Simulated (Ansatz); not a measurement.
# A ladder of methods for CH6SeSn (SMILES [CH3][SnH2][SeH])

CH6SeSn: 9 atoms, total charge 0, spin state singlet. SMILES: `[CH3][SnH2][SeH]`. Geometry: relaxed at PBE0-D4/def2-TZVP. This is one conformer, not always the lowest.

Each level gives the electronic atomisation energy (eV). The values are calculated. Electronic energies at fixed atoms, without zero-point motion or spin-orbit coupling.

```
                           level                   kind  program  value (eV)  CPU time (all runs)
    HF/def2-SVP (core potential)           Hartree–Fock   Ansatz       19.82                  6 s
 SVWN5/def2-SVP (core potential)                    LDA   Ansatz       30.85                 10 s
  BLYP/def2-SVP (core potential)                    GGA   Ansatz       26.44                 16 s
revPBE/def2-SVP (core potential)                    GGA   Ansatz       26.25                 15 s
r2SCAN/def2-SVP (core potential)               meta-GGA   Ansatz       27.15                 35 s
  PBE0/def2-SVP (core potential)          global hybrid   Ansatz       26.94                 16 s
   MP2/def2-SVP (core potential)    perturbation theory   Ansatz       25.49                7.5 s
  CCSD/def2-SVP (core potential)  coupled cluster or CI   Ansatz       25.45                 48 s
```

Correlated wave functions underbind in double-zeta sets. The values span 19.82 to 30.85 eV. In the correlated wave-function rows the outer d shell of Se, Sn is correlated, in sets not made for it. In so small a basis fixed costs decide the times, and correlated methods can beat functionals. CPU times are rough (shared hosts, several kinds of processor and program).
